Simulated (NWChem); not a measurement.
System: ZnI cation; SMILES [I][Zn+]

Parts of the log:

```
             Northwest Computational Chemistry Package (NWChem) 7.3.0
             --------------------------------------------------------

 ORDER OF PRIMARY AXIS IS BEING SET TO 4
 C4V symmetry detected

                             Geometry "geometry" -> ""
                             -------------------------

 Output coordinates in angstroms (scale by  1.889725989 to convert to a.u.)

  No.       Tag          Charge          X              Y              Z
 ---- ---------------- ---------- -------------- -------------- --------------
    1 Zn                  30.0000     0.00000000     0.00000000    -1.52033501
    2 I                   53.0000     0.00000000     0.00000000     0.86056699

 Effective nuclear repulsion energy (a.u.)     353.3920446577

      Symmetry information
      --------------------

 Group name             C4v
 Group number             18
 Group order               8
 No. of unique centers     2

                                Z-matrix (autoz)
                                --------

 Units are Angstrom for bonds and degrees for angles

      Type          Name      I     J     K     L     M      Value
      ----------- --------  ----- ----- ----- ----- ----- ----------
    1 Stretch                  1     2                       2.38090

                           NWChem Geometry Optimization
                           ----------------------------

 maximum gradient threshold         (gmax) =   0.000450
 rms gradient threshold             (grms) =   0.000300
 maximum cartesian step threshold   (xmax) =   0.001800
 rms cartesian step threshold       (xrms) =   0.001200
 fixed trust radius                (trust) =   0.300000
 source of zmatrix                         =   autoz

          -------------------
          Energy Minimization
          -------------------

 Using diagonal initial Hessian
 Scaling for Hessian diagonals: bonds = 1.00  angles = 0.25  torsions = 0.10

          --------
          Step   0

                                 NWChem DFT Module
                                 -----------------

 Summary of "ao basis" -> "ao basis" (spherical)
 ------------------------------------------------------------------------------
       Tag                 Description            Shells   Functions and Types
 ---------------- ------------------------------  ------  ---------------------
 Zn                          3-21g                  11       27   5s4p2d
 I                           3-21g                  13       31   6s5p2d

      Symmetry analysis of basis
      --------------------------

        a1         24
        a2          0
        b1          4
        b2          4
        e          26

            General Information
            -------------------
          SCF calculation type: DFT
          Wavefunction type:  closed shell.
          No. of atoms     :     2
          No. of electrons :    82
           Alpha electrons :    41
            Beta electrons :    41
          Charge           :     1
          Spin multiplicity:     1
          Use of symmetry is: on ; symmetry adaption is: on
          Maximum number of iterations: 150
          AO basis - number of functions:    58
                     number of shells:    24
          Convergence on energy requested:  1.00D-06
          Convergence on density requested:  1.00D-05
          Convergence on gradient requested:  5.00D-04

              XC Information
              --------------
                         B3LYP Method XC Potential
                     Hartree-Fock (Exact) Exchange  0.200
                        Slater Exchange Functional  0.800 local
                    Becke 1988 Exchange Functional  0.720 non-local
              Lee-Yang-Parr Correlation Functional  0.810
                  VWN I RPA Correlation Functional  0.190 local

             Grid Information
             ----------------
          Grid used for XC integration:  medium
          Radial quadrature: Mura-Knowles
          Angular quadrature: Lebedev.
          Tag              B.-S. Rad. Rad. Pts. Rad. Cut. Ang. Pts.
          ---              ---------- --------- --------- ---------
          Zn                  1.35      112           9.0       590
          I                   1.40      123          10.0       590
          Grid pruning is: on
          Number of quadrature shells:   235
          Spatial weights used:  Erf1

      Superposition of Atomic Density Guess
      -------------------------------------

 Sum of atomic energies:       -8656.26018524

 Renormalizing density from      83.00 to     82

      Non-variational initial energy
      ------------------------------

 Total energy =   -8591.451526
 1-e energy   =  -12506.874854
 2-e energy   =    3562.031283
 HOMO         =      -0.725032
 LUMO         =      -0.418152

      Symmetry analysis of molecular orbitals - initial
      -------------------------------------------------

 !! scf_movecs_sym_adapt:    8 vectors were symmetry contaminated

  Symmetry fudging

 !! scf_movecs_sym_adapt:    8 vectors were symmetry contaminated

  Numbering of irreducible representations:

     1 a1          2 a2          3 b1          4 b2          5 e

  Orbital symmetries:

     1 a1          2 a1          3 a1          4 a1          5 e
     6 e           7 a1          8 a1          9 e          10 e
    11 a1         12 a1         13 e          14 e          15 a1
    16 e          17 e          18 b1         19 b2         20 a1
    21 a1         22 e          23 e          24 a1         25 a1
    26 e          27 e          28 a1         29 e          30 e
    31 b1         32 b2         33 a1         34 e          35 e
    36 a1         37 b2         38 b1         39 a1         40 e
    41 e          42 a1         43 e          44 e          45 a1
    46 a1         47 e          48 e          49 a1         50 a1
    51 e

 !! scf_movecs_sym_adapt:    2 vectors were symmetry contaminated

  Symmetry fudging

   convergence    iter        energy       DeltaE   RMS-Dens  Diis-err
 ---------------- ----- ----------------- --------- --------- ---------
 d= 0,ls=0.0,diis     1  -8660.0601511255 -9.01D+03  6.12D-02  2.61D+00

 !! scf_movecs_sym_adapt:    2 vectors were symmetry contaminated

  Symmetry fudging

 !! scf_movecs_sym_adapt:    2 vectors were symmetry contaminated

 d= 0,ls=0.5,diis     2  -8659.4083569009  6.52D-01  2.15D-02  4.47D+00

 !! scf_movecs_sym_adapt:    2 vectors were symmetry contaminated

  Symmetry fudging
 d= 0,ls=0.5,diis     3  -8660.0913520996 -6.83D-01  7.63D-03  7.70D-01
 d= 0,ls=0.5,diis     4  -8660.2116185259 -1.20D-01  5.47D-03  1.73D-01

 !! scf_movecs_sym_adapt:    2 vectors were symmetry contaminated

  Symmetry fudging
 d= 0,ls=0.5,diis     5  -8660.2547704735 -4.32D-02  2.44D-03  3.69D-02
  Resetting Diis
 d= 0,ls=0.5,diis     6  -8660.2642177270 -9.45D-03  1.39D-03  1.39D-02

 !! scf_movecs_sym_adapt:    2 vectors were symmetry contaminated

  Symmetry fudging
 d= 0,ls=0.5,diis     7  -8660.2675767387 -3.36D-03  2.21D-03  7.04D-03
 d= 0,ls=0.5,diis     8  -8660.2702508078 -2.67D-03  8.64D-04  1.10D-03

 !! scf_movecs_sym_adapt:    2 vectors were symmetry contaminated

  Symmetry fudging
 d= 0,ls=0.5,diis     9  -8660.2706624982 -4.12D-04  4.52D-04  3.85D-04
 d= 0,ls=0.5,diis    10  -8660.2707947161 -1.32D-04  2.78D-04  1.29D-04
 d= 0,ls=0.5,diis    11  -8660.2708452300 -5.05D-05  1.61D-04  5.16D-05
 d= 0,ls=0.5,diis    12  -8660.2708688624 -2.36D-05  1.09D-04  3.10D-05

 !! scf_movecs_sym_adapt:    2 vectors were symmetry contaminated

  Symmetry fudging
 d= 0,ls=0.5,diis    13  -8660.2708814659 -1.26D-05  7.52D-05  2.02D-05

 !! scf_movecs_sym_adapt:    2 vectors were symmetry contaminated

  Symmetry fudging

 !! scf_movecs_sym_adapt:    2 vectors were symmetry contaminated

 d= 0,ls=0.5,diis    14  -8660.2708880810 -6.62D-06  5.33D-05  1.16D-05

 !! scf_movecs_sym_adapt:    2 vectors were symmetry contaminated

  Symmetry fudging
 d= 0,ls=0.5,diis    15  -8660.2708915169 -3.44D-06  3.75D-05  6.70D-06
 d= 0,ls=0.5,diis    16  -8660.2708933026 -1.79D-06  2.67D-05  3.71D-06
 d= 0,ls=0.5,diis    17  -8660.2708942386 -9.36D-07  1.92D-05  2.00D-06
 d= 0,ls=0.5,diis    18  -8660.2708947306 -4.92D-07  1.39D-05  1.08D-06
 d= 0,ls=0.5,diis    19  -8660.2708949915 -2.61D-07  9.99D-06  5.74D-07

         Total DFT energy =    -8660.270895129888
      One electron energy =   -12639.297382312483
           Coulomb energy =     3873.237227050645
    Exchange-Corr. energy =     -247.602784525712
 Nuclear repulsion energy =      353.392044657663

 Numeric. integr. density =       82.000000104337

                  Occupations of the irreducible representations
                  ----------------------------------------------

                     irrep           alpha         beta
                     --------     --------     --------
                     a1               17.0         17.0
                     a2                0.0          0.0
                     b1                3.0          3.0
                     b2                3.0          3.0
                     e                18.0         18.0

                       DFT Final Molecular Orbital Analysis
                       ------------------------------------

 Vector   39  Occ=2.000000D+00  E=-5.533937D-01  Symmetry=a1
              MO Center=  6.8D-16, -1.3D-15, -1.3D-02, r^2= 3.1D+00
   Bfn.  Coefficient  Atom+Function         Bfn.  Coefficient  Atom+Function
  ----- ------------  ---------------      ----- ------------  ---------------
    10      0.633415  1 Zn s                 44     -0.442573  2 I  pz
    40      0.352301  2 I  pz                45     -0.290223  2 I  s
     6     -0.194679  1 Zn s                 13      0.177975  1 Zn pz
    48     -0.177811  2 I  pz                36     -0.158828  2 I  pz
    41     -0.155270  2 I  s                 37      0.140111  2 I  s

[...]

      ----------------------
      Optimization converged
      ----------------------

  Step       Energy      Delta E   Gmax     Grms     Xrms     Xmax
  ---- ---------------- -------- -------- -------- -------- --------
@    3   -8660.27172377 -2.3D-08  0.00000  0.00000  0.00004  0.00006
                                     ok       ok       ok       ok

                                Z-matrix (autoz)
                                --------

 Units are Angstrom for bonds and degrees for angles

      Type          Name      I     J     K     L     M      Value     Gradient
      ----------- --------  ----- ----- ----- ----- ----- ---------- ----------
    1 Stretch                  1     2                       2.44633    0.00000

                         Geometry "geometry" -> "geometry"
                         ---------------------------------

 Output coordinates in angstroms (scale by  1.889725989 to convert to a.u.)

  No.       Tag          Charge          X              Y              Z
 ---- ---------------- ---------- -------------- -------------- --------------
    1 Zn                  30.0000     0.00000000     0.00000000    -1.55304807
    2 I                   53.0000     0.00000000     0.00000000     0.89328004

 Effective nuclear repulsion energy (a.u.)     343.9407096433

      Symmetry information
      --------------------

 Group name             C4v
 Group number             18
 Group order               8
 No. of unique centers     2

                Final and change from initial internal coordinates
                --------------------------------------------------

                                Z-matrix (autoz)
                                --------

 Units are Angstrom for bonds and degrees for angles

      Type          Name      I     J     K     L     M      Value       Change
      ----------- --------  ----- ----- ----- ----- ----- ---------- ----------
    1 Stretch                  1     2                       2.44633    0.06543

 ==============================================================================
                                internuclear distances
 ------------------------------------------------------------------------------
       center one      |      center two      | atomic units |  angstroms
 ------------------------------------------------------------------------------
    2 I                |   1 Zn               |     4.62289  |     2.44633
 ------------------------------------------------------------------------------
                         number of included internuclear distances:          1
 ==============================================================================

[second-derivative integrals and response iterations left out]

  Vibrational analysis via the FX method

  See chapter 2 in "Molecular Vibrations" by Wilson, Decius and Cross

  Vib: Default input used

 ---------------------------- Atom information ----------------------------
     atom    #        X              Y              Z            mass
 --------------------------------------------------------------------------
    Zn       1  0.0000000D+00  0.0000000D+00 -2.9348353D+00  6.3929100D+01
    I        2  0.0000000D+00  0.0000000D+00  1.6880545D+00  1.2690040D+02
 --------------------------------------------------------------------------

[unprojected Hessian and modes left out]

        Vibrational analysis via the FX method
  --- with translations and rotations projected out ---
  --- via the Eckart algorithm                      ---
 Dependent rotation vector no.                    3
  found in ECKART; assuming linear geometry
 Projected Nuclear Hessian trans-rot subspace norm:7.1819D-44
                         (should be close to zero!)

[projected Hessian left out]

 Rotational Constants
 --------------------
 A=   0.000000 cm-1  (  0.000000 K)
 B=   0.066260 cm-1  (  0.095332 K)
 C=   0.066260 cm-1  (  0.095332 K)

 Temperature                      =   298.15K
 frequency scaling parameter      =   1.0000

 Linear Molecule

 Zero-Point correction to Energy  =    0.357 kcal/mol  (  0.000569 au)
 Thermal correction to Energy     =    2.143 kcal/mol  (  0.003415 au)
 Thermal correction to Enthalpy   =    2.735 kcal/mol  (  0.004358 au)

 Total Entropy                    =   61.329 cal/mol-K
   - Translational                =   41.626 cal/mol-K (mol. weight = 190.8295)
   - Rotational                   =   17.972 cal/mol-K (symmetry #  =        1)
   - Vibrational                  =    1.731 cal/mol-K

 Cv (constant volume heat capacity) =    6.728 cal/mol-K
   - Translational                  =    2.979 cal/mol-K
   - Rotational                     =    1.986 cal/mol-K
   - Vibrational                    =    1.762 cal/mol-K

[normal modes left out]

 ----------------------------------------------------------------------------
 Normal Eigenvalue ||           Projected Infra Red Intensities
  Mode   [cm**-1]  || [atomic units] [(debye/angs)**2] [(KM/mol)] [arbitrary]
 ------ ---------- || -------------- ----------------- ---------- -----------
    1       -0.000 ||    0.005240           0.121         5.108       6.836
    2        0.000 ||    0.015496           0.358        15.107      20.216
    3        0.000 ||    0.015496           0.358        15.107      20.216
    4        0.000 ||    0.000000           0.000         0.000       0.000
    5        0.000 ||    0.000000           0.000         0.000       0.000
    6      249.797 ||    0.009758           0.225         9.513      12.730
 ----------------------------------------------------------------------------
```

Level: B3LYP/3-21G, non-relativistic. 

Reconstruct the input file.

Several could match; the one computed here: the input that was run:
```
start job
memory heap 200 mb stack 700 mb global 900 mb
charge 1
geometry units angstroms
  Zn     0.000000     0.000000    -1.520357
  I      0.000000     0.000000     0.860545
end
basis spherical
  * library 3-21g
end
dft
  xc b3lyp
  iterations 150
end
driver
  maxiter 120
end
task dft optimize
task dft freq
```
